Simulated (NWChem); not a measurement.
Species: CuH2OCl; SMILES [OH2]->[Cu][Cl]

B3LYP is NWChem's, with the RPA form of VWN correlation.

Q: Give the equilibrium geometry at B3LYP/6-31G* (spherical d) (NWChem) as an XYZ file, with the point group.

A: point group Cs; any orientation.
```
5

Cu     0.0230     0.2443     0.0000
Cl    -0.0365    -1.8113     0.0000
O      0.0191     2.1024     0.0000
H      0.4336     2.5108     0.7805
H      0.4336     2.5108    -0.7805
```
